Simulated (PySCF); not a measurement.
Ge(Me)2(Et)(OMe), SMILES [O](C)[Ge]([CH3])([CH2]C)[CH3] (C5H14GeO) (GFN2-xTB optimised geometry):

```
21

C     -1.283    -2.551    -1.970
C     -1.494    -1.068    -1.704
Ge    -0.665    -0.435     0.000
C      1.336    -0.435     0.000
C     -1.364    -1.341     1.642
O     -1.236     1.266     0.000
C     -0.937     2.225     0.981
H     -1.750    -2.843    -2.910
H     -1.718    -3.151    -1.173
H     -0.222    -2.785    -2.030
H     -2.559    -0.843    -1.663
H     -1.077    -0.480    -2.522
H      1.711     0.175    -0.817
H      1.717    -1.444    -0.118
H      1.718    -0.034     0.935
H     -2.440    -1.210     1.714
H     -1.145    -2.403     1.614
H     -0.905    -0.923     2.534
H      0.138     2.416     1.048
H     -1.299     1.923     1.968
H     -1.439     3.151     0.692
```

Level of theory: PBE0/def2-SVP run with PySCF.

Task: What are the frontier orbital energies and the dipole moment?

Result: HOMO-2 -8.08 eV, HOMO-1 -7.55 eV, HOMO -7.04 eV, LUMO 1.24 eV, LUMO+1 1.78 eV; dipole moment 1.39 D.

Meta-Löwdin charges at PBE0/def2-SVP: C1 -0.29, C2 -0.37, Ge3 0.93, C4 -0.53, C5 -0.53, O6 -0.59, C7 -0.07, H8 0.10, H9 0.09, H10 0.09, H11 0.11, H12 0.11, H13 0.12, H14 0.11, H15 0.11, H16 0.12, H17 0.11, H18 0.11, H19 0.08, H20 0.08, H21 0.10.
